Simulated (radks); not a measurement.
Neutral europium inside a hard spherical wall (all orbitals vanish at R), configuration held at [Xe] 4f7 6s2 and not refilled when levels cross. Calculated with a radial shooting solver on a logarithmic mesh with Libxc functionals: scalar-relativistic Kohn-Sham, PBE, spin-polarised, spherical densities, point nucleus; open shells are filled with parallel spins first (spin-orbit coupling, left out, can overturn this in heavy ions). Eigenvalues in eV for spin up, with the zero of energy where the potential of the charges vanishes at infinity; a dash marks a level that is unbound or too diffuse for the functional's potential to be trusted. A positive occupied level is held by the wall or, in an anion where self-interaction has pushed it up, behind a barrier. The pressure on the wall is -dE/dV.

| R (bohr) | E (hartree) | kinetic (hartree) | e(5s) | e(5p) | e(4f) | e(6s) | e(5d, empty) | e(6p, empty) | pressure (GPa) |
|---|---|---|---|---|---|---|---|---|---|
| free | -10844.3705 | 11618.886 | -45.696 | -24.552 | -4.099 | -3.723 | -1.791 | -1.236 | 0 |
| 20 | -10844.3705 | 11618.886 | -45.696 | -24.552 | -4.099 | -3.723 | -1.791 | -1.235 | < 0.0001 |
| 8 | -10844.3496 | 11619.019 | -44.921 | -23.788 | -3.333 | -3.038 | -1.084 | 0.121 | 0.689 |
| 7 | -10844.3191 | 11619.166 | -44.289 | -23.173 | -2.706 | -2.325 | -0.475 | 1.324 | 2.21 |
| 6 | -10844.2429 | 11619.484 | -43.234 | -22.157 | -1.643 | -0.820 | 0.627 | 3.723 | 7.66 |
| 4 | -10843.3868 | 11622.709 | -37.655 | -16.859 | 4.460 | 12.078 | 7.689 | 21.924 | 172 |
| 3.5 | -10842.5164 | 11625.990 | -33.942 | -13.153 | 8.865 | 23.090 | 12.972 | 36.036 | 478 |
| 2.5 | -10835.5669 | 11650.390 | -13.938 | 9.193 | 32.365 | 91.750 | 44.006 | 115.94 | 5920 |
| 2 | -10821.0378 | 11696.398 | 18.977 | 47.935 | 64.124 | 203.30 | 94.728 | 237.84 | 29000 |
